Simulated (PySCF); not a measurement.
C4H3S (SMILES [c]1ccsc1), doublet, at a GFN2-xTB geometry; PBE/6-31G in PySCF.

Here is a job for PySCF.
```python
from pyscf import gto, scf, dft

mol = gto.M(
    atom='''
C     0.41047637   -1.39328892   -0.18344938
C     1.23247863   -0.35476814   -0.15707414
S     0.28150493    1.10974650    0.08658406
C    -1.17618315    0.18464828    0.13407073
C    -0.96017171   -1.14882389   -0.02420000
H     2.29379584   -0.27638475   -0.25285561
H    -2.10966106    0.69299398    0.27768379
H    -1.72781451   -1.89915720   -0.02625646
''',
    basis='6-31g',
    spin=1,
    verbose=4,
    symmetry=True,
)

mf = dft.UKS(mol)
mf.xc = 'pbe'
mf.kernel()
mf.analyze()
```

The log (banner, timings and long lists left out):

```
PySCF version 2.14.0

[INPUT] verbose = 4
[INPUT] num. atoms = 8
[INPUT] num. electrons = 43
[INPUT] charge = 0
[INPUT] spin (= nelec alpha-beta = 2S) = 1
[INPUT] symmetry True subgroup None
[INPUT] Mole.unit = angstrom
[INPUT] Symbol           X                Y                Z      unit          X                Y                Z       unit  Magmom
[INPUT]  1 C      0.410476370000  -1.393288920000  -0.183449380000 AA    0.775687919906  -2.632934471191  -0.346669085921 Bohr   0.0
[INPUT]  2 C      1.232478630000  -0.354768140000  -0.157074140000 AA    2.329047065079  -0.670414622321  -0.296827105852 Bohr   0.0
[INPUT]  3 S      0.281504930000   1.109746500000   0.086584060000 AA    0.531967220415   2.097116952695   0.163620160153 Bohr   0.0
[INPUT]  4 C     -1.176183150000   0.184648280000   0.134070730000 AA   -2.222664025828   0.348934678572   0.253356961021 Bohr   0.0
[INPUT]  5 C     -0.960171710000  -1.148823890000  -0.024200000000 AA   -1.814461564455  -2.170962517457  -0.045731372214 Bohr   0.0
[INPUT]  6 H      2.293795840000  -0.276384750000  -0.252855610000 AA    4.334645923267  -0.522291482506  -0.477827851960 Bohr   0.0
[INPUT]  7 H     -2.109661060000   0.692993980000   0.277683790000 AA   -3.986681619060   1.309568828172   0.524746312331 Bohr   0.0
[INPUT]  8 H     -1.727814510000  -1.899157200000  -0.026256460000 AA   -3.265096217950  -3.588886975496  -0.049617518401 Bohr   0.0

nuclear repulsion = 193.340532922831
point group symmetry = Cs
symmetry origin: [-4.39471229e-10  4.39471126e-10 -2.63682714e-09]
symmetry axis x: [ 0.87186655 -0.47112399 -0.1337569 ]
symmetry axis y: [-0.48006723 -0.87617055 -0.04313496]
symmetry axis z: [ 0.09687194 -0.10182023  0.99007498]
num. orbitals of irrep A' = 44
num. orbitals of irrep A" = 11
number of shells = 33
number of NR pGTOs = 146
number of NR cGTOs = 55
basis = 6-31g
ecp = {}

******** <class 'pyscf.dft.uks_symm.SymAdaptedUKS'> ********
method = SymAdaptedUKS
initial guess = minao
damping factor = 0
level_shift factor = 0
DIIS = <class 'pyscf.scf.diis.CDIIS'>
diis_start_cycle = 1
diis_space = 8
diis_damp = 0
SCF conv_tol = 1e-09
SCF conv_tol_grad = None
SCF max_cycles = 50
direct_scf = True
direct_scf_tol = 1e-13
number electrons alpha = 22  beta = 21
XC library pyscf.dft.libxc version 7.1.2
    S. Lehtola, C. Steigemann, M. J. T. Oliveira, and M. A. L. Marques,  SoftwareX 7, 1–5 (2018)
XC functionals = pbe
    J. P. Perdew, K. Burke, and M. Ernzerhof,  Phys. Rev. Lett. 77, 3865 (1996)
    J. P. Perdew, K. Burke, and M. Ernzerhof,  Phys. Rev. Lett. 78, 1396 (1997)
    J. P. Perdew, K. Burke, and M. Ernzerhof,  Phys. Rev. Lett. 77, 3865 (1996)
    J. P. Perdew, K. Burke, and M. Ernzerhof,  Phys. Rev. Lett. 78, 1396 (1997)
radial grids:
    Treutler-Ahlrichs [JCP 102, 346 (1995); DOI:10.1063/1.469408] (M4) radial grids

becke partition: Becke, JCP 88, 2547 (1988); DOI:10.1063/1.454033
pruning grids: <function nwchem_prune>
grids dens level: 3
symmetrized grids: True
atomic radii adjust function: <function treutler_atomic_radii_adjust>
small_rho_cutoff = 0
Freeze 0 electrons in irreps []
    43 free electrons in irreps A' A"
Set gradient conv threshold to 3.16228e-05
tot grids = 104776
init E= -552.658175042926

cycle= 1 E= -551.815020710747  delta_E= 0.843  |g|= 0.253  |ddm|= 2.35
cycle= 2 E= -551.734313955544  delta_E= 0.0807  |g|= 0.429  |ddm|= 0.841
cycle= 3 E= -551.847488842134  delta_E= -0.113  |g|= 0.107  |ddm|= 0.75
cycle= 4 E= -551.85481074604  delta_E= -0.00732  |g|= 0.0292  |ddm|= 0.167
cycle= 5 E= -551.855229456952  delta_E= -0.000419  |g|= 0.0121  |ddm|= 0.0567
cycle= 6 E= -551.85531901048  delta_E= -8.96e-05  |g|= 0.00456  |ddm|= 0.0209
cycle= 7 E= -551.855326390158  delta_E= -7.38e-06  |g|= 0.00358  |ddm|= 0.00899
cycle= 8 E= -551.855335010861  delta_E= -8.62e-06  |g|= 0.000571  |ddm|= 0.00526
cycle= 9 E= -551.855335455597  delta_E= -4.45e-07  |g|= 0.000556  |ddm|= 0.00206
cycle= 10 E= -551.855335667967  delta_E= -2.12e-07  |g|= 6.03e-05  |ddm|= 0.000874
cycle= 11 E= -551.855335678567  delta_E= -1.06e-08  |g|= 1.49e-05  |ddm|= 0.000305
cycle= 12 E= -551.855335678766  delta_E= -1.99e-10  |g|= 1.75e-05  |ddm|= 5.62e-05
Extra cycle  E= -551.855335677862  delta_E= 9.04e-10  |g|= 4.08e-05  |ddm|= 7.78e-05
converged SCF energy = -551.855335677862  <S^2> = 0.75602629  2S+1 = 2.0060172
**** SCF Summaries ****
Total Energy =                        -551.855335677861603
Nuclear Repulsion Energy =             193.340532922830931
One-electron Energy =                -1139.570630484606227
Two-electron Energy =                  394.374761883913720
Two-electron Coulomb Energy =          442.526427862203377
DFT Exchange-Correlation Energy =      -48.151665978289657
Wave-function symmetry = A'
alpha occupancy for each irrep:     A'   A"
                                    18    4
beta  occupancy for each irrep:     A'   A"
                                    17    4
**** MO energy ****
alpha MO #1 (A' #1), energy= -88.0843008806274 occ= 1
alpha MO #2 (A' #2), energy= -9.92998294672297 occ= 1
alpha MO #3 (A' #3), energy= -9.92774280079243 occ= 1
alpha MO #4 (A' #4), energy= -9.92419334277001 occ= 1
alpha MO #5 (A' #5), energy= -9.90682996209872 occ= 1
alpha MO #6 (A' #6), energy= -7.71601503319331 occ= 1
alpha MO #7 (A' #7), energy= -5.73857208966333 occ= 1
alpha MO #8 (A' #8), energy= -5.73403759270523 occ= 1
alpha MO #9 (A" #1), energy= -5.72805452799919 occ= 1
alpha MO #10 (A' #9), energy= -0.835518508782261 occ= 1
alpha MO #11 (A' #10), energy= -0.68224149407747 occ= 1
alpha MO #12 (A' #11), energy= -0.670499513773387 occ= 1
alpha MO #13 (A' #12), energy= -0.520840630859425 occ= 1
alpha MO #14 (A' #13), energy= -0.501806867356618 occ= 1
alpha MO #15 (A' #14), energy= -0.447690830568711 occ= 1
alpha MO #16 (A' #15), energy= -0.384052380757758 occ= 1
alpha MO #17 (A' #16), energy= -0.361853063083293 occ= 1
alpha MO #18 (A" #2), energy= -0.351328345695229 occ= 1
alpha MO #19 (A' #17), energy= -0.323669680025816 occ= 1
alpha MO #20 (A" #3), energy= -0.234621219294678 occ= 1
alpha MO #21 (A' #18), energy= -0.218451380669592 occ= 1
alpha MO #22 (A" #4), energy= -0.216788710796716 occ= 1
alpha MO #23 (A" #5), energy= -0.0400949349251608 occ= 0
alpha MO #24 (A' #19), energy= 0.0178960915367241 occ= 0
alpha MO #25 (A" #6), energy= 0.0419696999271501 occ= 0
alpha MO #26 (A' #20), energy= 0.0741473149383154 occ= 0
alpha MO #27 (A' #21), energy= 0.0999203163467683 occ= 0
alpha MO #28 (A' #22), energy= 0.125067716106176 occ= 0
alpha MO #29 (A' #23), energy= 0.153635374194104 occ= 0
alpha MO #30 (A' #24), energy= 0.234334964228734 occ= 0
alpha MO #31 (A' #25), energy= 0.272170130135812 occ= 0
alpha MO #32 (A' #26), energy= 0.295775175244918 occ= 0
alpha MO #33 (A" #7), energy= 0.340088574560505 occ= 0
alpha MO #34 (A' #27), energy= 0.349019330821912 occ= 0
alpha MO #35 (A' #28), energy= 0.378281468683819 occ= 0
alpha MO #36 (A' #29), energy= 0.404389310743924 occ= 0
alpha MO #37 (A' #30), energy= 0.479620339273434 occ= 0
alpha MO #38 (A" #8), energy= 0.512430520314672 occ= 0
alpha MO #39 (A' #31), energy= 0.534463743854829 occ= 0
alpha MO #40 (A" #9), energy= 0.544907190873712 occ= 0
alpha MO #41 (A' #32), energy= 0.565590338738091 occ= 0
alpha MO #42 (A' #33), energy= 0.60263003178504 occ= 0
alpha MO #43 (A" #10), energy= 0.607675371765182 occ= 0
alpha MO #44 (A" #11), energy= 0.629738494932798 occ= 0
alpha MO #45 (A' #34), energy= 0.734452394678736 occ= 0
alpha MO #46 (A' #35), energy= 0.790293439208777 occ= 0
alpha MO #47 (A' #36), energy= 0.801538558933366 occ= 0
alpha MO #48 (A' #37), energy= 0.823731056817113 occ= 0
alpha MO #49 (A' #38), energy= 0.840542865759972 occ= 0
alpha MO #50 (A' #39), energy= 0.902175486878675 occ= 0
alpha MO #51 (A' #40), energy= 0.94212786718862 occ= 0
alpha MO #52 (A' #41), energy= 1.07449923117106 occ= 0
alpha MO #53 (A' #42), energy= 1.11421133754368 occ= 0
alpha MO #54 (A' #43), energy= 1.22365040940567 occ= 0
alpha MO #55 (A' #44), energy= 1.31900986338626 occ= 0
beta  MO #1 (A' #1), energy= -88.0837233899778 occ= 1
beta  MO #2 (A' #2), energy= -9.92911259653363 occ= 1
beta  MO #3 (A' #3), energy= -9.92489752733248 occ= 1
beta  MO #4 (A' #4), energy= -9.91354429518895 occ= 1
beta  MO #5 (A' #5), energy= -9.90669081337374 occ= 1
beta  MO #6 (A' #6), energy= -7.71540947731847 occ= 1
beta  MO #7 (A' #7), energy= -5.73762525887428 occ= 1
beta  MO #8 (A' #8), energy= -5.7329131456194 occ= 1
beta  MO #9 (A" #1), energy= -5.72774375650354 occ= 1
beta  MO #10 (A' #9), energy= -0.828976391399082 occ= 1
beta  MO #11 (A' #10), energy= -0.675904133924743 occ= 1
beta  MO #12 (A' #11), energy= -0.662588303713731 occ= 1
beta  MO #13 (A' #12), energy= -0.517036474943927 occ= 1
beta  MO #14 (A' #13), energy= -0.497465466564628 occ= 1
beta  MO #15 (A' #14), energy= -0.434999986897231 occ= 1
beta  MO #16 (A' #15), energy= -0.379027600369679 occ= 1
beta  MO #17 (A' #16), energy= -0.356751311433068 occ= 1
beta  MO #18 (A" #2), energy= -0.34722894529042 occ= 1
beta  MO #19 (A' #17), energy= -0.318574858389923 occ= 1
beta  MO #20 (A" #3), energy= -0.22756153719625 occ= 1
beta  MO #21 (A" #4), energy= -0.214868315549919 occ= 1
beta  MO #22 (A' #18), energy= -0.129493119607915 occ= 0
beta  MO #23 (A" #5), energy= -0.0380818554305375 occ= 0
beta  MO #24 (A' #19), energy= 0.0234117447430491 occ= 0
beta  MO #25 (A" #6), energy= 0.0574764516029767 occ= 0
beta  MO #26 (A' #20), energy= 0.0761028785181763 occ= 0
beta  MO #27 (A' #21), energy= 0.105551101246814 occ= 0
beta  MO #28 (A' #22), energy= 0.127799192071581 occ= 0
beta  MO #29 (A' #23), energy= 0.156240056676928 occ= 0
beta  MO #30 (A' #24), energy= 0.241466314310262 occ= 0
beta  MO #31 (A' #25), energy= 0.281568768601747 occ= 0
beta  MO #32 (A' #26), energy= 0.299746849958474 occ= 0
beta  MO #33 (A" #7), energy= 0.340879413273034 occ= 0
beta  MO #34 (A' #27), energy= 0.354239266291415 occ= 0
beta  MO #35 (A' #28), energy= 0.384839371790049 occ= 0
beta  MO #36 (A' #29), energy= 0.420945076283918 occ= 0
beta  MO #37 (A' #30), energy= 0.490818624769732 occ= 0
beta  MO #38 (A" #8), energy= 0.517141866887177 occ= 0
beta  MO #39 (A" #9), energy= 0.545119765851516 occ= 0
beta  MO #40 (A' #31), energy= 0.556897260383701 occ= 0
beta  MO #41 (A' #32), energy= 0.59712219384962 occ= 0
beta  MO #42 (A" #10), energy= 0.608579372161567 occ= 0
beta  MO #43 (A' #33), energy= 0.626627568679348 occ= 0
beta  MO #44 (A" #11), energy= 0.64347641864478 occ= 0
beta  MO #45 (A' #34), energy= 0.746418889871764 occ= 0
beta  MO #46 (A' #35), energy= 0.79292893229573 occ= 0
beta  MO #47 (A' #36), energy= 0.805038015969 occ= 0
beta  MO #48 (A' #37), energy= 0.825622566525898 occ= 0
beta  MO #49 (A' #38), energy= 0.842277992370691 occ= 0
beta  MO #50 (A' #39), energy= 0.908027250820347 occ= 0
beta  MO #51 (A' #40), energy= 0.951892478478993 occ= 0
beta  MO #52 (A' #41), energy= 1.07742703056223 occ= 0
beta  MO #53 (A' #42), energy= 1.12150084554992 occ= 0
beta  MO #54 (A' #43), energy= 1.23221461497239 occ= 0
beta  MO #55 (A' #44), energy= 1.32497663912708 occ= 0
 ** Mulliken pop alpha/beta on meta-lowdin orthogonal AOs **
 ** Mulliken pop       alpha | beta **
In total            22.00000 | 21.00000
 ** Mulliken atomic charges   ( Nelec_alpha | Nelec_beta ) **
charge of  0C =     -0.02344  (     3.48127      2.54217 )
charge of  1C =     -0.26086  (     3.09094      3.16992 )
charge of  2S =      0.24561  (     7.92903      7.82536 )
charge of  3C =     -0.23682  (     3.13793      3.09889 )
charge of  4C =     -0.16227  (     3.06764      3.09463 )
charge of  5H =      0.15284  (     0.43056      0.41660 )
charge of  6H =      0.14419  (     0.42936      0.42645 )
charge of  7H =      0.14076  (     0.43327      0.42596 )
Dipole moment(X, Y, Z, Debye): -0.53143,  0.06976,  0.05917
```
